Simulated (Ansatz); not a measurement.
`NC(S)O[SiH3]` + H₂ → `NCS` + `O[SiH3]`  (hydrogenolysis of a C–O bond)

Program: Ansatz. Geometries: PBE0-D4/def2-TZVP. ΔE: electronic, gas phase. CBS: MP2 limit from def2 TZ/QZ plus the TZ coupled-cluster correction, frozen cores. This one scheme is used for every species. Functionals use def2-TZVPP. One conformer a species, not always the lowest.

`NC(S)O[SiH3]`:

```xyz
12

N     0.180    1.383   -0.089
C    -0.542    0.283   -0.648
S    -0.367    0.251   -2.475
O    -0.092   -0.924   -0.125
Si    0.517   -0.994    1.421
H     1.087    1.508   -0.523
H    -0.338    2.248   -0.124
H    -1.602    0.416   -0.413
H    -0.919   -0.960   -2.654
H     1.870   -0.398    1.542
H     0.607   -2.450    1.684
H    -0.401   -0.363    2.405
```

H₂:

Z-matrix (Å, degrees):
```
H
H 1 0.746
```

`NCS`:

Cartesian coordinates in Å:
```
N -0.075 0.180 -1.122
C -0.275 0.296 0.304
S -0.515 -1.308 1.109
H -0.018 1.099 -1.546
H 0.786 -0.311 -1.328
H -1.206 0.838 0.484
H 0.517 0.819 0.853
H 0.785 -1.612 1.246
```

`O[SiH3]`:

Z-matrix (Å, degrees):
```
Si
O 1 1.648
H 1 1.489 2 111.7
H 1 1.489 2 111.7 3 120.9
H 1 1.481 2 105.9 3 -119.6
H 2 0.957 1 117.9 3 -60.5
```

```
level  ΔE (eV)
  PBE    -0.68
 PBE0    -0.74
```

(1) What does CCSD(T)/CBS give? (Best estimate.)

Largest T1 diagnostic among the species: 0.012.

Results:

(1) The calculation gave: -0.69 eV. The listed levels differ from it by 0.01, -0.05 eV.

From PBE to PBE0 (25 % exact exchange), in def2-TZVPP and without D4, ΔE moves by −0.06 eV. In def2-TZVPP, CCSD(T) changes the Hartree–Fock value by +0.24 eV (the triples alone add +0.07 eV) and MP2 by +0.24 eV.
